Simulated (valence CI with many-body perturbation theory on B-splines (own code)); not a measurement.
## From CI to CI+MBPT in Tb57+

Calculated by valence CI with perturbative core correlation (CI+MBPT): six valence electrons over a frozen Dirac-Fock core [He], a basis of 9 s, 9 p, 8 d, 6 f, 3 g, 1 h functions for each j, with the one-electron correlation potential Σ1 (screened to all orders), the two-electron term Σ2, the three-electron term Σ3, Breit, model QED; selected single and double excitations, second order for the rest, scaled by the run's own slope (own B-spline code, finite nucleus).

No measured spectrum was set against this ion. As an estimate, large intervals hold to a few tenths of a per cent, small ones and those within an open d or f shell to about a per cent. Among the levels kept, up to 2100 cm⁻¹ of a level comes from second order outside the variational space, and about a tenth of that is noise between levels of different J, which matters for small intervals.

Each rung adds one term. CI alone is the Dirac-Coulomb CI over the frozen core; QED comes last and gives the full result, which names the levels. Energies are above (2s^2 2p1/2^2 2p3/2^2) J=2 on the same rung, in eV.

Levels are named by their leading jj configuration (3d3/2^4 stands for four electrons in 3d with j = 3/2), which in mixed levels can hold well under half, so a name can repeat and another be missing.

| Level | CI alone |
| --- | --- |
| (2s^2 2p1/2^2 2p3/2^2) J=0 | 44.6 |
| (2s^2 2p1/2 2p3/2^3) J=1 | 778.7 |
| (2s^2 2p1/2 2p3/2^3) J=2 | 802.1 |
| (2s 2p1/2^2 2p3/2^3) J=2 | 1119.6 |
| (2s 2p1/2^2 2p3/2^3) J=1 | 1188.0 |
| (2s^2 2p3/2^4) J=0 | 1596.8 |
| (2s 2p1/2 2p3/2^4) J=0 | 1908.1 |
| (2s 2p1/2 2p3/2^4) J=1 | 1946.3 |
| (2p1/2^2 2p3/2^4) J=0 | 2340.9 |
| (2s^2 2p1/2^2 2p3/2 3s) J=2 | 6615.4 |
| (2s^2 2p1/2^2 2p3/2 3s) J=1 | 6622.9 |
| (2s^2 2p1/2^2 2p3/2 3p1/2) J=1 | 6714.2 |
| (2s^2 2p1/2^2 2p3/2 3p1/2) J=2 | 6717.4 |
| (2s^2 2p1/2^2 2p3/2 3p3/2) J=3 | 6939.3 |
| (2s^2 2p1/2^2 2p3/2 3p3/2) J=1 | 6939.1 |
| (2s^2 2p1/2^2 2p3/2 3p3/2) J=2 | 6963.0 |

(1) What do these energies become with core correlation, Breit and QED?

(2) How does the ionisation energy move along the ladder, and which term matters most?

Results:

(1) (2s^2 2p1/2^2 2p3/2^2) J=0 50.2 (+5.59); (2s^2 2p1/2 2p3/2^3) J=1 772.3 (-6.37); (2s^2 2p1/2 2p3/2^3) J=2 790.5 (-11.59); (2s 2p1/2^2 2p3/2^3) J=2 1108.2 (-11.35); (2s 2p1/2^2 2p3/2^3) J=1 1178.0 (-10.00); (2s^2 2p3/2^4) J=0 1582.0 (-14.84); (2s 2p1/2 2p3/2^4) J=0 1890.3 (-17.80); (2s 2p1/2 2p3/2^4) J=1 1925.6 (-20.73); (2p1/2^2 2p3/2^4) J=0 2320.9 (-20.02); (2s^2 2p1/2^2 2p3/2 3s) J=2 6610.1 (-5.24); (2s^2 2p1/2^2 2p3/2 3s) J=1 6617.9 (-4.93); (2s^2 2p1/2^2 2p3/2 3p1/2) J=1 6709.9 (-4.35); (2s^2 2p1/2^2 2p3/2 3p1/2) J=2 6711.6 (-5.78); (2s^2 2p1/2^2 2p3/2 3p3/2) J=3 6930.4 (-8.95); (2s^2 2p1/2^2 2p3/2 3p3/2) J=1 6930.6 (-8.43); (2s^2 2p1/2^2 2p3/2 3p3/2) J=2 6954.8 (-8.16).

(2) CI alone 12284, + Σ1 12284, + Σ2 12285, + Σ3 12284, + Breit 12273, + QED 12272 eV. The largest step is Breit, -11 eV. NIST lists 12272 ± 6 eV (theoretical).
